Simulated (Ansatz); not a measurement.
`COC(=O)CC(C)(C)C`, relaxed with RKS PBE-D4/def2-SVP in Ansatz from a rough embedded geometry. The force threshold is 0.03 eV/Å; the program also tests the step.

Total charge 0; spin multiplicity 1.

Start:

```xyz
23

C     2.856    0.314    1.924
O     1.710   -0.378    1.452
C     0.582    0.340    1.342
O     0.514    1.505    1.632
C    -0.543   -0.509    0.806
C    -0.868   -0.174   -0.669
C    -1.517    1.208   -0.755
C     0.417   -0.198   -1.499
C    -1.838   -1.232   -1.200
H     2.994    1.244    1.368
H     3.701   -0.352    1.772
H     2.744    0.552    2.984
H    -0.251   -1.555    0.889
H    -1.431   -0.327    1.414
H    -2.490    1.205   -0.269
H    -0.895    1.953   -0.267
H    -1.654    1.497   -1.795
H     0.954   -1.133   -1.350
H     1.072    0.623   -1.217
H     0.184   -0.098   -2.557
H    -2.735   -1.275   -0.586
H    -1.374   -2.216   -1.199
H    -2.132   -0.994   -2.219
```

```json
{"step": "1", "energy (eV)": "-11559.5359", "largest force (eV/Å)": "1.279", "largest move (Å)": "0.000"}
{"step": "2", "energy (eV)": "-11559.6597", "largest force (eV/Å)": "0.363", "largest move (Å)": "0.052"}
{"step": "3", "energy (eV)": "-11559.6688", "largest force (eV/Å)": "0.362", "largest move (Å)": "0.055"}
{"step": "4 (rejected)", "energy (eV)": "-11559.6603", "largest force (eV/Å)": "0.360", "largest move (Å)": "0.084"}
{"step": "5", "energy (eV)": "-11559.6749", "largest force (eV/Å)": "0.035", "largest move (Å)": "0.020"}
{"step": "6", "energy (eV)": "-11559.6754", "largest force (eV/Å)": "0.028", "largest move (Å)": "0.014"}
{"step": "7", "energy (eV)": "-11559.6763", "largest force (eV/Å)": "0.056", "largest move (Å)": "0.051"}
{"step": "8", "energy (eV)": "-11559.6767", "largest force (eV/Å)": "0.041", "largest move (Å)": "0.042"}
{"step": "9", "energy (eV)": "-11559.6769", "largest force (eV/Å)": "0.017", "largest move (Å)": "0.024"}
```

End:

```xyz
23

C     2.867    0.357    1.969
O     1.752   -0.394    1.474
C     0.587    0.304    1.375
O     0.490    1.475    1.696
C    -0.513   -0.550    0.789
C    -0.865   -0.177   -0.685
C    -1.500    1.223   -0.747
C     0.406   -0.215   -1.553
C    -1.870   -1.222   -1.202
H     3.068    1.237    1.325
H     3.730   -0.334    1.961
H     2.675    0.722    2.998
H    -0.208   -1.614    0.837
H    -1.417   -0.418    1.418
H    -2.447    1.255   -0.169
H    -0.826    1.992   -0.323
H    -1.734    1.496   -1.797
H     0.919   -1.196   -1.482
H     1.131    0.569   -1.250
H     0.154   -0.038   -2.619
H    -2.786   -1.243   -0.575
H    -1.433   -2.242   -1.199
H    -2.179   -0.988   -2.242
```

It took 41 s on 5 threads of an AMD EPYC 7R13 on a shared host and a share of an NVIDIA H100 80 GB, with 0.86 GiB of host memory at the peak.
